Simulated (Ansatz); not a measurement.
Geometry optimisation, RKS B3LYP-D4/def2-SVP in Ansatz.

Input file:

```yaml
crystal:
  periodic: [false, false, false]
  atoms:
    - { symbol: Ge, position_ang: [0.0, 0.0, 0.0] }
    - { symbol: H, position_ang: [0.0, 0.0, 1.55] }
    - { symbol: Cl, position_ang: [2.0935, 0.0, -0.7393] }
    - { symbol: Cl, position_ang: [-1.0456, 1.8115, -0.7393] }
    - { symbol: F, position_ang: [-0.7913, -1.3709, -0.5594] }
basis:
  gaussian: { orbitals: def2-SVP }
hamiltonian:
  xc: b3lyp
  dispersion: d4
relax:
  f_tol: 0.02
  max_steps: 40
```

Run as:

```bash
$ ansatz run input.yaml --threads 1 --pin off --max-ram 2048MiB --backend cpu --events-out ev --progress --plain --runs-dir out
```

Question: Where does it end, and by what steps?

Answer: The forces met the threshold. After 3 steps the energy has fallen by 0.147 eV; Cl3 moved furthest, 0.07 Å.

```
step  energy less start (eV)  largest force component (eV/Å)  accepted
   0                  0.0000                           2.349       yes
   1                 -0.1294                           0.848       yes
   2                 -0.1466                           0.110       yes
   3                 -0.1469                           0.009       yes
```

```xyz
5
Properties=species:S:1:pos:R:3
Ge 0.026 0.044 0.030
H -0.002 -0.003 1.556
Cl 2.026 0.002 -0.743
Cl -1.010 1.755 -0.744
F -0.783 -1.358 -0.587
```

Whether the end is a true minimum wasn't checked by a vibrational analysis.

The run took 16 s on 1 thread of Arm Neoverse V2, on a shared host, peak memory 0.19 GiB.
